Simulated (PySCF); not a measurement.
Does the structure fit the spectrum?

A compound C$_{7}$H$_{4}$F$_{4}$O gives the data below (simulated from a calculation) and was assigned the structure `FC1=CCC(C(F)=C(F)F)=CO1`.

$^{13}$C{$^{1}$H} NMR (computed): δ 148.2 (C), 147.7 (C), 141.5 (CH), 129.7 (C), 116.0 (CH2), 96.9 (CH), 77.2 (C).

$^{1}$H NMR (500 MHz, computed): δ 8.05 (m, 1H), 5.72 (m, 1H), 5.59 (m, 1H), 3.20 (s, 1H).

Theory: shieldings: GIAO PBE0/pcSseg-1, geometry: GFN2-xTB, in PySCF 2.14.0 with density-fitted response routines (relativity neglected, one computed conformer, isolated molecule, fast rotation and ring inversion assumed for equivalent nuclei).

Scale: $^{1}$H (σ = 31.72 ppm) and $^{13}$C (σ = 186.93 ppm) vs TMS (reference shieldings calculated alike).

Problem. Compare with the shifts computed for the proposed structure, pairing carbons in order of shift.

Solution. Mapped SMILES: `[F:1][C:2]1=[CH:3][CH2:4][C:5]([C:6]([F:7])=[C:8]([F:9])[F:10])=[CH:11][O:12]1`; H(Xn) means a hydrogen on atom n.

```
atom  computed for proposal  given list  difference
  C8                  168.1       148.2       +19.9
  C2                  167.2       147.7       +19.5
 C11                  144.0       141.5        +2.5
  C6                  137.8       129.7        +8.1
  C5                  107.9       116.0        -8.1
  C3                   78.4        96.9       -18.5
  C4                   25.8        77.2       -51.4
```

The rms difference is 23.6 ppm and the largest -51.4 ppm at C4 (allylic sp3 CH2). The carbon types in order of shift don't match either: C, C, CH, C, C, CH, CH2 for the proposal against C, C, CH, C, CH2, CH, C in the data. The proposal doesn't fit.

Problem. Which isomer fits?

Solution. SMILES C#CC(=C)O/C=C(/F)C(F)(F)F.

Carbon types of the structure: 4 × C, 2 × CH, 1 × CH2, which accounts for all hydrogens. δC 147.7, 141.5: alkene carbon bearing oxygen; an sp2 carbon further deshielded by the attached heteroatom. δC 129.7: CF3 carbon; 3 electronegative neighbours deshield it. δC 96.9: terminal alkyne carbon; sp carbons lie upfield of alkene carbons because the cylindrical π system leaves one tensor component strongly shielded. δC 77.2: alkyne carbon; sp carbons lie upfield of alkene carbons because the cylindrical π system leaves one tensor component strongly shielded.

This is the structure that produced the data.

Splittings by $^{19}$F in the carbon and heteronuclear signals aren't shown, as no couplings were computed. Shifts are as computed. Against solution values, carbons near 30 ppm lie about +3 ppm off and those near 130 ppm about +5 ppm. Of 1211 compounds with measured shifts, 218 miss one by over three times the rms of a fit or turn the order of signals round; such compounds aren't used in these exercises. Multiplicities follow the n + 1 count of equivalent neighbours, as no J values were calculated; m marks all less simple cases, F and P coupling included.
